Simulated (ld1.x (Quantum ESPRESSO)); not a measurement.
An all-electron radial function and its pseudo partner (lead)

Columns: radius, all-electron u(r) and pseudo u(r) of the 6p shell (level -4.27 eV) of lead in the configuration [Xe] 4f14 5d10 6s1 6p3; PW91, scalar-relativistic, ultrasoft scheme, ld1.x (Quantum ESPRESSO) 7.5.

```
r (bohr)  all-electron  pseudo
   0.125       -0.1189  0.0044
   0.250        0.1124  0.0175
   0.375        0.1407  0.0387
   0.500       -0.0444  0.0673
   0.625       -0.2082  0.1022
   0.750       -0.2725  0.1423
   0.875       -0.2470  0.1862
   1.000       -0.1638  0.2325
   1.125       -0.0530  0.2800
   1.250        0.0650  0.3273
   1.375        0.1776  0.3732
   1.500        0.2785  0.4169
   1.625        0.3649  0.4574
   1.750        0.4364  0.4942
   1.875        0.4937  0.5268
   2.000        0.5380  0.5548
   2.125        0.5708  0.5778
   2.250        0.5937  0.5958
   2.375        0.6081  0.6083
   2.500        0.6153  0.6153
   2.625        0.6165  0.6165
   2.750        0.6127  0.6127
   2.875        0.6049  0.6049
   3.000        0.5936  0.5936
   3.125        0.5798  0.5798
   3.250        0.5638  0.5638
```

Q: How many radial nodes do the two functions have?

A: The all-electron 6p function has n − l − 1 = 4 (the table is too coarse to show those close to the nucleus); the pseudo-wave has 0, since the states of the same l below it are removed with the core.

Q: At about which radius was the pseudo-wave matched?

A: 2.50 bohr, where the columns begin to agree (steps of 0.12 bohr).

Q: Is the pseudo-wave norm-conserving?

A: No, it belongs to an ultrasoft set: the norm inside the radius is not constrained, and the difference is carried by the augmentation charge.
